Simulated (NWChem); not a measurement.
All runs are NWChem calculations. System: H₅GeSi, charge 1, spin multiplicity 1, at the geometry of a parent with another charge or spin, in a state set for the comparison that need not be this species' ground state. Level: B3LYP/def2-SVPD, VWN1-RPA local correlation.

The NWChem input:

```
start mol
memory heap 200 mb stack 900 mb global 1100 mb
charge 1
geometry units angstroms nocenter noautoz
  Si    -0.177829     1.582274     0.000000
  Ge     0.126821    -0.794702     0.000000
  H      0.470994     2.153031    -1.215590
  H      0.470994     2.153031     1.215590
  H     -1.622335     1.969772     0.000000
  H     -0.444163    -1.498600    -1.259373
  H     -0.444163    -1.498600     1.259373
  symmetry group Cs
end
basis spherical
  * library def2-svpd
end
dft
  xc b3lyp
  semidirect memsize 60000000 filesize 0
  iterations 100
end
task dft energy
```

NWChem printed:

```
             Northwest Computational Chemistry Package (NWChem) 7.3.0
             --------------------------------------------------------

                                NWChem Input Module
                                -------------------

 Scaling coordinates for geometry "geometry" by  1.889725989
 (inverse scale =  0.529177249)

 Turning off AUTOSYM since
 SYMMETRY directive was detected!

                             Geometry "geometry" -> ""
                             -------------------------

 Output coordinates in angstroms (scale by  1.889725989 to convert to a.u.)

  No.       Tag          Charge          X              Y              Z
 ---- ---------------- ---------- -------------- -------------- --------------
    1 Si                  14.0000    -0.17782900     1.58227400     0.00000000
    2 Ge                  32.0000     0.12682100    -0.79470200     0.00000000
    3 H                    1.0000     0.47099400     2.15303100    -1.21559000
    4 H                    1.0000     0.47099400     2.15303100     1.21559000
    5 H                    1.0000    -1.62233500     1.96977200     0.00000000
    6 H                    1.0000    -0.44416300    -1.49860000    -1.25937300
    7 H                    1.0000    -0.44416300    -1.49860000     1.25937300

 Effective nuclear repulsion energy (a.u.)     157.4698632482

            Nuclear Dipole moment (a.u.)
            ----------------------------
        X                 Y               Z
 ---------------- ---------------- ----------------
    -0.0000132281     0.0000113384     0.0000000000

      Symmetry information
      --------------------

 Group name             Cs
 Group number              2
 Group order               2
 No. of unique centers     5

      Symmetry unique atoms

     1    2    3    5    6


 Summary of "ao basis" -> "" (spherical)
 ------------------------------------------------------------------------------
       Tag                 Description            Shells   Functions and Types
 ---------------- ------------------------------  ------  ---------------------
 *                         def2-svpd                  on all atoms

                                 NWChem DFT Module
                                 -----------------

 Summary of "ao basis" -> "ao basis" (spherical)
 ------------------------------------------------------------------------------
       Tag                 Description            Shells   Functions and Types
 ---------------- ------------------------------  ------  ---------------------
 Si                        def2-svpd                10       24   5s3p2d
 Ge                        def2-svpd                14       38   6s4p4d
 H                         def2-svpd                 4        8   2s2p

 Summary of "ao basis" -> "ao basis" (spherical)
 ------------------------------------------------------------------------------
       Tag                 Description            Shells   Functions and Types
 ---------------- ------------------------------  ------  ---------------------
 Si                        def2-svpd                10       24   5s3p2d
 Ge                        def2-svpd                14       38   6s4p4d
 H                         def2-svpd                 4        8   2s2p

      Symmetry analysis of basis
      --------------------------

        a'         65
        a"         37

            General Information
            -------------------
          SCF calculation type: DFT
          Wavefunction type:  closed shell.
          No. of atoms     :     7
          No. of electrons :    50
           Alpha electrons :    25
            Beta electrons :    25
          Charge           :     1
          Spin multiplicity:     1
          Use of symmetry is: on ; symmetry adaption is: on
          Maximum number of iterations: 100
          AO basis - number of functions:   102
                     number of shells:    44
          Convergence on energy requested:  1.00D-06
          Convergence on density requested:  1.00D-05
          Convergence on gradient requested:  5.00D-04

              XC Information
              --------------
                         B3LYP Method XC Potential
                     Hartree-Fock (Exact) Exchange  0.200
                        Slater Exchange Functional  0.800 local
                    Becke 1988 Exchange Functional  0.720 non-local
              Lee-Yang-Parr Correlation Functional  0.810
                  VWN I RPA Correlation Functional  0.190 local

             Grid Information
             ----------------
          Grid used for XC integration:  medium
          Radial quadrature: Mura-Knowles
          Angular quadrature: Lebedev.
          Tag              B.-S. Rad. Rad. Pts. Rad. Cut. Ang. Pts.
          ---              ---------- --------- --------- ---------
          Si                  1.10       88          11.0       590
          Ge                  1.25      112          11.0       590
          H                   0.35       45          12.0       434
          Grid pruning is: on
          Number of quadrature shells:   335
          Spatial weights used:  Erf1

          Convergence Information
          -----------------------
          Convergence aids based upon iterative change in
          total energy or number of iterations.
          Levelshifting, if invoked, occurs when the
          HOMO/LUMO gap drops below (HL_TOL):  1.00D-02
          DIIS, if invoked, will attempt to extrapolate
          using up to (NFOCK): 10 stored Fock matrices.

                    Damping( 0%)  Levelshifting(0.5)       DIIS
                  --------------- ------------------- ---------------
          dE  on:    start            ASAP                start
          dE off:    2 iters        100 iters           100 iters

      Screening Tolerance Information
      -------------------------------
          Density screening/tol_rho:  1.00D-10
          AO Gaussian exp screening on grid/accAOfunc:  14
          CD Gaussian exp screening on grid/accCDfunc:  20
          XC Gaussian exp screening on grid/accXCfunc:  20
          Schwarz screening/accCoul:  1.00D-08

      Superposition of Atomic Density Guess
      -------------------------------------

 Sum of atomic energies:       -2366.27891654

 Renormalizing density from      51.00 to     50

      Non-variational initial energy
      ------------------------------

 Total energy =   -2338.155295
 1-e energy   =   -3540.606781
 2-e energy   =    1044.981622
 HOMO         =      -0.657181
 LUMO         =      -0.648666

      Symmetry analysis of molecular orbitals - initial
      -------------------------------------------------

  Numbering of irreducible representations:

     1 a'          2 a"

  Orbital symmetries:

     1 a'          2 a'          3 a'          4 a'          5 a"
     6 a'          7 a'          8 a'          9 a'         10 a"
    11 a'         12 a'         13 a"         14 a'         15 a"
    16 a'         17 a'         18 a"         19 a'         20 a'
    21 a'         22 a'         23 a"         24 a'         25 a"
    26 a'         27 a'         28 a'         29 a'         30 a"
    31 a'         32 a'         33 a"         34 a'         35 a'

------------------------------------------------------------
EAF file 0: "./mol.aoints.0" size=524288 bytes
------------------------------------------------------------
               write      read    awrite     aread      wait
               -----      ----    ------     -----      ----
     calls:        1         0         0         0         0
   data(b): 5.24e+05  0.00e+00  0.00e+00  0.00e+00
   time(s): 0.00e+00  0.00e+00  0.00e+00  0.00e+00  0.00e+00
rate(mb/s): 0.00e+00  0.00e+00
------------------------------------------------------------

   convergence    iter        energy       DeltaE   RMS-Dens  Diis-err    time
 ---------------- ----- ----------------- --------- --------- ---------  ------
 d= 0,ls=0.0,diis     1  -2366.7715549015 -2.52D+03  4.07D+01  6.27D+00     1.9
 d= 0,ls=0.0,diis     2  -2368.5223497935 -1.75D+00  1.37D-02  6.27D+00     2.3
 d= 0,ls=0.0,diis     3  -2368.8593380387 -3.37D-01  4.19D-03  4.45D-02     2.6
 d= 0,ls=0.0,diis     4  -2368.8671841553 -7.85D-03  1.37D-03  7.41D-03     3.0
 d= 0,ls=0.0,diis     5  -2368.8678032258 -6.19D-04  5.07D-04  1.27D-03     3.4
  Resetting Diis
 d= 0,ls=0.0,diis     6  -2368.8680695037 -2.66D-04  5.34D-05  1.33D-05     3.9
 d= 0,ls=0.0,diis     7  -2368.8680724174 -2.91D-06  2.33D-05  9.21D-07     4.3
 d= 0,ls=0.0,diis     8  -2368.8680724311 -1.37D-08  1.16D-05  8.99D-07     4.7
 d= 0,ls=0.0,diis     9  -2368.8680726316 -2.00D-07  1.16D-06  1.18D-08     5.1

         Total DFT energy =    -2368.868072631640
      One electron energy =    -3599.251342391284
           Coulomb energy =     1174.461322206369
    Exchange-Corr. energy =     -101.547915694907
 Nuclear repulsion energy =      157.469863248183

 Numeric. integr. density =       50.000012792460

     Total iterative time =      4.6s

                  Occupations of the irreducible representations
                  ----------------------------------------------

                     irrep           alpha         beta
                     --------     --------     --------
                     a'               18.0         18.0
                     a"                7.0          7.0

                       DFT Final Molecular Orbital Analysis
                       ------------------------------------

 Vector   23  Occ=2.000000D+00  E=-5.525818D-01  Symmetry=a'
              MO Center= -6.8D-01,  1.5D+00,  9.0D-15, r^2= 2.7D+00
   Bfn.  Coefficient  Atom+Function         Bfn.  Coefficient  Atom+Function
  ----- ------------  ---------------      ----- ------------  ---------------
    79      0.386030  5 H  s                 12     -0.327169  1 Si px
     9     -0.294806  1 Si px                 6      0.167277  1 Si px
    63     -0.135918  3 H  s                 71     -0.135918  4 H  s
    38     -0.133389  2 Ge py                37     -0.099427  2 Ge px
    28     -0.086172  2 Ge s                 87      0.074246  6 H  s

 Vector   24  Occ=2.000000D+00  E=-5.357652D-01  Symmetry=a"
              MO Center=  2.1D-01,  1.7D+00,  1.4D-14, r^2= 2.9D+00
   Bfn.  Coefficient  Atom+Function         Bfn.  Coefficient  Atom+Function
  ----- ------------  ---------------      ----- ------------  ---------------
    14      0.338911  1 Si pz                63     -0.318819  3 H  s
    71      0.318819  4 H  s                 11      0.303536  1 Si pz
     8     -0.171034  1 Si pz                87      0.105841  6 H  s
    95     -0.105841  7 H  s                 39     -0.090983  2 Ge pz
    42     -0.073912  2 Ge pz                18     -0.053031  1 Si d  1

 Vector   25  Occ=2.000000D+00  E=-5.281723D-01  Symmetry=a'
              MO Center=  2.6D-02,  4.5D-01, -1.2D-14, r^2= 3.7D+00
   Bfn.  Coefficient  Atom+Function         Bfn.  Coefficient  Atom+Function
  ----- ------------  ---------------      ----- ------------  ---------------
    38      0.349377  2 Ge py                10     -0.256462  1 Si py
    13     -0.256478  1 Si py                41      0.193890  2 Ge py
    35     -0.189029  2 Ge py                63     -0.185131  3 H  s
    71     -0.185131  4 H  s                 28      0.170092  2 Ge s
    87     -0.168235  6 H  s                 95     -0.168235  7 H  s

 Vector   26  Occ=0.000000D+00  E=-3.886853D-01  Symmetry=a'
              MO Center=  2.5D-01, -6.1D-01, -1.6D-15, r^2= 3.0D+00
   Bfn.  Coefficient  Atom+Function         Bfn.  Coefficient  Atom+Function
  ----- ------------  ---------------      ----- ------------  ---------------
    37      0.480419  2 Ge px                40      0.417466  2 Ge px
    29      0.318097  2 Ge s                 28      0.268785  2 Ge s
    34     -0.251940  2 Ge px                13      0.149078  1 Si py
    27     -0.138783  2 Ge s                 80      0.138167  5 H  s
    79      0.135293  5 H  s                 38     -0.124419  2 Ge py

 Vector   27  Occ=0.000000D+00  E=-1.995291D-01  Symmetry=a'
              MO Center= -8.1D-02, -7.9D-02,  2.1D-13, r^2= 6.2D+00
   Bfn.  Coefficient  Atom+Function         Bfn.  Coefficient  Atom+Function
  ----- ------------  ---------------      ----- ------------  ---------------
    29      1.364154  2 Ge s                 30     -1.049385  2 Ge s
     4     -0.940940  1 Si s                 28      0.640553  2 Ge s
     5      0.583376  1 Si s                 13      0.435405  1 Si py
    88     -0.407081  6 H  s                 96     -0.407081  7 H  s
    40     -0.339066  2 Ge px                27     -0.308046  2 Ge s

 Vector   28  Occ=0.000000D+00  E=-1.945499D-01  Symmetry=a"
              MO Center=  1.7D-03,  3.4D-02,  1.6D-14, r^2= 4.6D+00
   Bfn.  Coefficient  Atom+Function         Bfn.  Coefficient  Atom+Function
  ----- ------------  ---------------      ----- ------------  ---------------
    42      0.525637  2 Ge pz                88      0.378890  6 H  s
    96     -0.378890  7 H  s                 14      0.360330  1 Si pz
    64      0.317658  3 H  s                 72     -0.317658  4 H  s
    39      0.261816  2 Ge pz                87      0.196913  6 H  s
    95     -0.196913  7 H  s                 59      0.157558  2 Ge d -1

 center of mass
 --------------
 x =   0.04981154 y =  -0.19746589 z =   0.00000000

 moments of inertia (a.u.)
 ------------------
         498.222911703825          53.075385335740           0.000000000000
          53.075385335740          41.681492658182           0.000000000000
           0.000000000000           0.000000000000         495.799579010289

     Multipole analysis of the density
     ---------------------------------

     L   x y z        total         alpha         beta         nuclear
     -   - - -        -----         -----         ----         -------
     0   0 0 0      1.000000    -25.000000    -25.000000     51.000000

     1   1 0 0      0.142070      0.071042      0.071042     -0.000013
     1   0 1 0     -0.298424     -0.149218     -0.149218      0.000011
     1   0 0 1     -0.000000     -0.000000     -0.000000      0.000000

     2   2 0 0    -19.888082    -17.849666    -17.849666     15.811249
     2   1 1 0     -2.034980     11.482326     11.482326    -24.999632
     2   1 0 1     -0.000000     -0.000000     -0.000000      0.000000
     2   0 2 0    -15.640302   -137.990097   -137.990097    260.339892
     2   0 1 1      0.000000      0.000000      0.000000      0.000000
     2   0 0 2    -21.883875    -21.882533    -21.882533     21.881192

 Task  times  cpu:        5.1s     wall:        5.1s

 Total times  cpu:        5.1s     wall:        5.1s
```
